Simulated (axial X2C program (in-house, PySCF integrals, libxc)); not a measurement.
# Outer orbitals of TaN at 1.663 Å, PBE0

Calculated with an axial X2C code built on PySCF integrals. Spin-free means the one-electron spin-free X2C Hamiltonian; two-component (2c) means X2C with spin–orbit coupling and atomic mean-field two-electron Coulomb and Gaunt terms, so the difference of the two also holds small scalar two-electron terms. Basis: Ta dyall-cv3z [13s14p9d7f4g], N dyall-av3z [7s7p3d2f] (cores contracted in-house); Gaussian nuclei, density fitting, unrestricted open shells. Masses: Ta 180.948 u, N 14.003 u.

The distance is close to the 2c PBE0 minimum; the highest filled and lowest empty levels are listed.

Spin-free orbitals, state M_S = 0, Λ = 0 (closed shell) (Löwdin shares):

| symmetry | occupied | ε (eV) | atomic character |
| --- | --- | --- | --- |
| φ-α | yes | -30.33 | 100% Ta f |
| φ+α | yes | -30.33 | 100% Ta f |
| δ+α | yes | -29.97 | 100% Ta f |
| δ-α | yes | -29.97 | 100% Ta f |
| σα | yes | -29.77 | 99% Ta f |
| π-α | yes | -29.77 | 100% Ta f |
| π+α | yes | -29.77 | 100% Ta f |
| σα | yes | -19.27 | 60% N s, 18% Ta d, 9% Ta p |
| π+α | yes | -8.67 | 53% N p, 40% Ta d, 2% Ta f |
| π-α | yes | -8.67 | 53% N p, 40% Ta d, 2% Ta f |
| σα | yes | -8.19 | 54% N p, 30% Ta d, 7% N s |
| σα | yes | -6.32 | 56% Ta s, 16% N p, 12% Ta d |
| δ-α | no | -3.38 | 95% Ta d, 3% N d |
| δ+α | no | -3.38 | 95% Ta d, 3% N d |
| π-α | no | -1.86 | 58% Ta p, 25% Ta d, 14% N p |
| π+α | no | -1.86 | 58% Ta p, 25% Ta d, 14% N p |

One partner of each degenerate Kramers or spin pair is listed.

Spinors with spin–orbit coupling (state Ω = 0):

```tsv
ω	occupied	ε (eV)	atomic character	λ mixture
5/2	yes	-31.43	100% Ta f	90% φ, 10% δ
3/2	yes	-31.07	100% Ta f	76% δ, 24% π
1/2	yes	-30.92	100% Ta f	57% π, 43% σ
7/2	yes	-29.59	100% Ta f	100% φ
5/2	yes	-29.28	100% Ta f	90% δ, 10% φ
3/2	yes	-29.08	100% Ta f	76% π, 24% δ
1/2	yes	-29.04	100% Ta f	57% σ, 43% π
1/2	yes	-19.26	60% N s, 18% Ta d, 9% Ta p	100% σ
1/2	yes	-8.78	52% N p, 40% Ta d, 2% Ta f	95% π, 5% σ
3/2	yes	-8.63	53% N p, 40% Ta d, 2% Ta f	100% π
1/2	yes	-8.18	55% N p, 30% Ta d, 6% N s	95% σ, 5% π
1/2	yes	-6.31	56% Ta s, 16% N p, 12% Ta d	100% σ
3/2	no	-3.59	94% Ta d, 3% N d	99% δ, 1% π
5/2	no	-3.17	94% Ta d, 3% N d	100% δ
1/2	no	-2.08	57% Ta p, 26% Ta d, 14% N p	95% π, 5% σ
3/2	no	-1.70	58% Ta p, 25% Ta d, 14% N p	100% π
```

One partner of each degenerate Kramers or spin pair is listed.

(1) How does the gap between the highest filled and lowest empty level change from the spin-free to the 2c table?

Mulliken charges and populations of the two-component result (they depend on the basis, above all on diffuse functions):

Ta 0.52 e (s 11.71 p 24.12 d 22.62 f 14.04), N -0.52 e (s 3.82 p 3.61 d 0.08 f 0.01).

The state is a single determinant with fixed occupations, the lowest that a limited PBE0 search found. Other states lie close and PBE0, whose exact exchange favours high spin, may order them wrongly; the determinant shown need not be the ground state. The nearest other spin-free determinant of the search, M_S = 1, Λ = 2, lies 0.25 eV up at the distance of the search.

## Answers

(1) From 2.94 to 2.72 eV at PBE0, a change of -0.22 eV.
